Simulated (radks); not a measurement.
Coulomb parameter of the 4f shell of the praseodymium ion Pr+ in the model configuration [Xe] 4f3 6s1, as a second difference U = [E(n + 0.5) + E(n - 0.5) - 2 E(n)] / (0.5)^2 with all orbitals relaxed. "Bare": the charge of the atom changes with n. "Screened": the 6s shell takes up the change at fixed total charge, which measures U(4f,4f) + U(6s,6s) - 2 U(4f,6s). Method: scalar-relativistic Kohn-Sham, BLYP, spin-unpolarised, spherical densities, finite nucleus; Fermi nuclear charge, rms radius 4.8919 fm; computed with a radial shooting solver on a logarithmic mesh with Libxc functionals.

| case | configuration | E - E(n) (eV) |
|---|---|---|
| start | [Xe] 4f3 6s1 | 0.000 |
| bare +0.5 | [Xe] 4f3.5 6s1 | -2.015 |
| bare -0.5 | [Xe] 4f2.5 6s1 | 5.112 |
| screened +0.5 | [Xe] 4f3.5 6s0.5 | 1.154 |
| screened -0.5 | [Xe] 4f2.5 6s1.5 | 0.058 |

U(bare) = 12.386 eV, U(screened by 6s) = 4.848 eV, against the Slater integral F0(4f,4f) = 22.129 eV with frozen orbitals.
